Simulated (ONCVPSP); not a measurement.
## aluminium (Al): one change to an ONCV potential, before and after

ONCVPSP 4.0.1 input, shortened (lines: element, Z, core and valence counts, functional; n l f; lmax; l rc ep ncon nbas qcut; lloc lpopt rc5 dvloc0; l nproj debl; icmod fcfact rcfact), PBE, scalar-relativistic:

```
  Al 13.00    1    4        4      upf
    1    0    2.00
    2    0    2.00
    2    1    6.00
    3    0    2.00
    3    1    1.00
    1
    0    0.95    0.00    4    8   15.10
    1    1.25    0.00    4    9   12.00
    4    5    0.75    0.00
    0    2    3.80
    1    3    1.50
    1    0.60    0.00
```

Change: s: qcut 17.3.

Cutoffs: the cutoffs (Ha) at which the residual kinetic energy of the hardest occupied pseudo-wave falls to 1 and 0.1 mHa per electron; they do not see the model core or the augmentation charge, which bear on the density cutoff. Errors are all-electron minus pseudo energies relative to the spin-unpolarised reference configuration.

Q: What does the change do?

A: The potential gets harder (60 Ha and 76 Ha → 74 Ha and 93 Ha); the errors of the 3 common tests hardly move; neither file shows a bound ghost. The waves are optimised to have the least kinetic energy above qcut, so the cutoff follows it (qcut²/2 in Ha).

```csv
quantity,base,changed
"cutoff, loose",60 Ha,74 Ha
"cutoff, tight",76 Ha,93 Ha
loose cutoff by channel,"s 60 Ha, p 54 Ha","s 74 Ha, p 54 Ha"
bound ghosts,none,none
GHOST(+) flags under 300 eV,none,none
tests with a reliable result,3 of 4,3 of 4
"error for 2s2 2p6 3s2 3p0, meV [ΔE 5.76 eV]",+0.2,+0.2
"error for 2s2 2p6 3s1 3p0, meV [ΔE 24.99 eV]",-0.6,-0.5
"error for 2s2 2p6 3s1 3p1, meV [ΔE 11.57 eV]",-0.7,-0.6
s: phases at 0.96 bohr within 0.05 rad from the reference energy up to (Ha; the scan ends near 5),to the end of the scan,to the end of the scan
p: phases at 1.27 bohr within 0.05 rad from the reference energy up to (Ha; the scan ends near 5),to the end of the scan,to the end of the scan
"rms error of d²Exc/dni dnj with the model core, mHa",1.65,1.68
```
